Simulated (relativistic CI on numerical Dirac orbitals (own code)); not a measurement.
**Hyperfine structure of Eu6+, mass number 153**

Calculated at this level of theory: Dirac-Coulomb-Breit CI, KLI orbitals optimised for each configuration, model QED (radiative potential, 1s self-energy scaled to tabulated hydrogen-like ionisation energies), unscaled Slater integrals (own radial code, finite nucleus).

CI space (outside the closed core [Kr] 4d10): 4f5.5s2.5p4, 4f4.5s.5p6, 4f3.5s2.5p5.6s. The list is cut by size and lacks configurations that can hold low levels.

Nuclear spin I = 5/2, μ = 1.5294 μN, Q = 2.41 b (tables of Stone and Pyykkö). The electronic factors are computed for point nuclear moments, without core polarisation or the Bohr-Weisskopf and QED corrections.

```tsv
Level	E (cm⁻¹)	A (MHz)	B (MHz)
4f5.5s2.5p4 8G°_1/2	0.0	-1014	
4f5.5s2.5p4 8G°_3/2	809.7	-33.32	-2560
4f5.5s2.5p4 8G°_5/2	2083.8	149.4	-2730
4f5.5s2.5p4 8G°_7/2	3718.8	261.8	-1580
4f5.5s2.5p4 8G°_9/2	5582.5	367	645
4f5.5s2.5p4 8G°_11/2	7556.8	465.6	3670
4f5.5s2.5p4 8G°_13/2	9577.3	552.7	7080
4f5.5s2.5p4 8I°_19/2	12803.4	759.8	12400
```

Levels with J = 0, under 50 % of one LS term, or S terms without an open s electron are left out. Small factors come from cancelling terms and can be off by tens of per cent or more.

At this charge configurations can still be misplaced by up to about 7 % of their energy. Terms inside the open d or f shell come out 10 to 20 % too wide with unscaled integrals. Levels and lines within the n = 5 or 6 shells can be off by up to 10 % or somewhat more, and those that change n by about 2 %, since core polarisation is missing.

Q: Give the hyperfine levels of 4f5.5s2.5p4 8G°_1/2 relative to its centre of gravity.

A: With K = F(F + 1) − I(I + 1) − J(J + 1), E = AK/2: F = 2: 1774, F = 3: -1267 MHz.

LS names give the leading component of a level, which can be under half, so a name can repeat, a term be missing and a line seem to break the LS rules.
